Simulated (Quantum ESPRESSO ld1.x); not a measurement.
Results of a calculation; reference values are marked as such.
One sound ld1.x (Quantum ESPRESSO 7.5) input for the chlorine ion Cl2+ gives E = -459.996 hartree in 21 iterations:

```
 &input
    zed=17.0,
    iswitch=1,
    rel=2,
    dft='PBE',
    config='[Ne] 3s2 3p3',
    verbosity='high',
    lsmall=.true.,
    prefix='ld1',
    max_out_wfc=37,
    file_charge='ld1.rho',
 /
```

Changed or added lines, one case at a time, and what came of them:

- atom='Cl': harmless. atom and zed name the same element, and the result equals that of the sound run.
- xmin=-12.0: usable despite the warning. The mesh starts very near the nucleus, where rounding noise provokes warnings (final residual 9e-16); the energy differs from the default mesh by less than 1e-5 hartree, which is rather the error of the default start.
- config='[Ne] 3s2 3p3 3p3': refused. The program stops in el_config with "occupation wrong": a shell may stand twice only as spin up and down (lsd = 1) or as its two j (rel = 2, l > 0), within their capacities.
- rel=1 lsd=1 dft='PW91': silently wrong. The run ends normally, but in this build (ld1.x 7.5) Etot and Exc of a spin-polarised run lack the gradient corrections of exchange and correlation and come out near their LSDA values (nitrogen, PBE: -54.132 hartree against -54.536 from two other codes). The eigenvalues and orbitals are those of the GGA; the energies must not be used.
- nspin=1: refused. The program stops in ld1_readin with "reading input namelist": the namelist holds a keyword that &input does not know.
- noscf=.true.: ran as typed. With noscf the program prints the levels of a bare nucleus, with no screening and no total energy; they are not those of the atom.
- config='[Ne] 3s2 3p': refused. The program stops in el_config with "no occupancy field?": each term needs its occupation.
